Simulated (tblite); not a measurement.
C4H9F3N2.
Numbering: `[NH2:1][CH2:2][CH2:3][C@@H:4]([NH2:5])[C:6]([F:7])([F:8])[F:9]` (hydrogens: H10, H11 on N1; H12, H13 on C2; H14, H15 on C3; H16 on C4; H17, H18 on N5)

Computed with GFN2-xTB (tblite), gas phase: Langevin dynamics at 600 K from the optimised GFN2-xTB geometry, time step 0.5 fs, friction 0.01 fs⁻¹, 2000 steps.

Start geometry:
```
atom  x, y, z in Å
N1      2.216    0.076   -0.508
C2      1.535   -0.133    0.759
C3      0.330   -1.052    0.552
C4     -0.653   -0.503   -0.489
N5     -1.383   -1.589   -1.105
C6     -1.617    0.511    0.150
F7     -2.335   -0.039    1.147
F8     -1.023    1.597    0.663
F9     -2.515    0.960   -0.748
H10     2.590   -0.801   -0.856
H11     2.989    0.721   -0.393
H12     2.180   -0.581    1.534
H13     1.209    0.844    1.123
H14     0.674   -2.016    0.175
H15    -0.178   -1.217    1.504
H16    -0.085    0.027   -1.262
H17    -1.948   -2.077   -0.419
H18    -1.994   -1.252   -1.841
```

The statistics below take the 31 frames saved every 25 fs from 250 to 1000 fs; their kinetic temperature (all 3N coordinates) averages 546 K.

**Question.** Give the mean, spread and extremes of the bond lengths.

**Answer.** 
| bond | start (Å) | mean (Å) | standard deviation (Å) | shortest (Å) | longest (Å) |
| --- | --- | --- | --- | --- | --- |
| N1–C2 | 1.454 | 1.462 | 0.043 | 1.379 | 1.533 |
| C2–C3 | 1.530 | 1.554 | 0.045 | 1.458 | 1.665 |
| C3–C4 | 1.534 | 1.555 | 0.044 | 1.465 | 1.646 |
| C4–N5 | 1.446 | 1.442 | 0.036 | 1.373 | 1.507 |
| C4–C6 | 1.538 | 1.549 | 0.043 | 1.481 | 1.683 |
| C6–F7 | 1.347 | 1.356 | 0.039 | 1.277 | 1.455 |
| C6–F8 | 1.339 | 1.346 | 0.044 | 1.231 | 1.436 |
| C6–F9 | 1.347 | 1.351 | 0.030 | 1.302 | 1.427 |
| N1–H10 | 1.015 | 1.020 | 0.031 | 0.960 | 1.091 |
| N1–H11 | 1.013 | 1.018 | 0.034 | 0.954 | 1.102 |
| C2–H12 | 1.103 | 1.101 | 0.037 | 1.044 | 1.200 |
| C2–H13 | 1.092 | 1.110 | 0.050 | 1.025 | 1.202 |
| C3–H14 | 1.091 | 1.095 | 0.037 | 1.022 | 1.186 |
| C3–H15 | 1.091 | 1.093 | 0.041 | 0.992 | 1.179 |
| C4–H16 | 1.096 | 1.105 | 0.034 | 1.031 | 1.187 |
| N5–H17 | 1.015 | 1.023 | 0.047 | 0.921 | 1.125 |
| N5–H18 | 1.014 | 1.017 | 0.032 | 0.969 | 1.094 |

**Question.** How far does each atom move about its mean position (frames aligned on the start, all atoms weighted alike), and what rms force does it feel?

**Answer.** 
| atom | rms displacement (Å) | rms force (eV/Å) |
| --- | --- | --- |
| N1 | 0.25 | 2.32 |
| C2 | 0.15 | 2.44 |
| C3 | 0.18 | 2.65 |
| C4 | 0.15 | 2.22 |
| N5 | 0.22 | 2.56 |
| C6 | 0.13 | 1.90 |
| F7 | 0.31 | 1.35 |
| F8 | 0.33 | 1.53 |
| F9 | 0.35 | 1.11 |
| H10 | 0.76 | 1.36 |
| H11 | 0.77 | 1.44 |
| H12 | 0.38 | 1.34 |
| H13 | 0.39 | 1.57 |
| H14 | 0.34 | 1.29 |
| H15 | 0.32 | 1.47 |
| H16 | 0.26 | 1.24 |
| H17 | 0.37 | 1.85 |
| H18 | 0.38 | 1.45 |

The displacements run from 0.13 to 0.77 Å.

**Question.** Follow the torsions N1–C2–C3–C4, C2–C3–C4–N5 and C3–C4–C6–F7 through every second one of these frames.

**Answer.** 
| t (fs) | N1–C2–C3–C4 (°) | C2–C3–C4–N5 (°) | C3–C4–C6–F7 (°) |
| --- | --- | --- | --- |
| 250 | -78 | 156 | -84 |
| 300 | -77 | 156 | -85 |
| 350 | -77 | 151 | -78 |
| 400 | -82 | 149 | -77 |
| 450 | -79 | 152 | -77 |
| 500 | -55 | 137 | -67 |
| 550 | -50 | 140 | -65 |
| 600 | -46 | 155 | -74 |
| 650 | -52 | 158 | -77 |
| 700 | -76 | 151 | -70 |
| 750 | -70 | 159 | -61 |
| 800 | -77 | 160 | -48 |
| 850 | -79 | 150 | -44 |
| 900 | -68 | 128 | -45 |
| 950 | -52 | 119 | -71 |
| 1000 | -24 | 105 | -76 |

Largest departure from the start value over all these frames: N1–C2–C3–C4 35° (start -57°), C2–C3–C4–N5 48° (start 153°), C3–C4–C6–F7 26° (start -60°).

The run is classical and short, so these are rough statistics of one trajectory.

The cost below is that of the whole dynamics run. The run took 22 s of wall time on one thread, Arm Neoverse N1 (shared host).
